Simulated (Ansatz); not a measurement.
System: C$_{2}$H$_{6}$BS, net charge 0, doublet state. It need not be the lowest isomer of its formula. SMILES: CB(C)[S]
Geometry from a B3LYP-D3(BJ)/def2-TZVP (Ansatz, a program for electronic structure) optimisation:
```
B
C 1 1.5814
H 2 1.0891 1 115.32
H 2 1.0947 3 108.28 1 -122.52
H 2 1.0947 3 108.28 4 -114.97
C 1 1.5814 2 120.15 3 180.00
H 6 1.0891 1 115.32 2 180.00
H 6 1.0947 7 108.28 1 122.52
H 6 1.0947 7 108.28 8 114.97
S 1 1.7597 2 119.93 3 0.00
```
Charge 0, spin multiplicity 2.

Atomisation energy built up term by term with Ansatz (kcal/mol; UHF references for open shells; valence terms freeze the core; atomic spin-orbit terms are left out). Basis-set limits of correlation are two-point, X^-3; Hartree-Fock from the larger set.

```json
[
 {"term": "Hartree-Fock", "basis": "aug-cc-pV(Q+d)Z", "kcal/mol": "693.12"},
 {"term": "CCSD correlation", "basis": "CBS(aug-cc-pV(T+d)Z,aug-cc-pV(Q+d)Z)", "kcal/mol": "188.77"},
 {"term": "(T)", "basis": "CBS(aug-cc-pV(T+d)Z,aug-cc-pV(Q+d)Z)", "kcal/mol": "11.98"},
 {"term": "core correlation", "basis": "cc-pwCVTZ", "kcal/mol": "3.91"},
 {"term": "scalar relativity (X2C)", "basis": "cc-pVTZ-DK against cc-pVTZ", "kcal/mol": "-0.63"},
 {"term": "sum: De", "basis": "", "kcal/mol": "897.1"}
]
```

(T) makes 1.3 % of the CCSD(T) atomisation energy; under 5 % is typical of single-reference molecules.
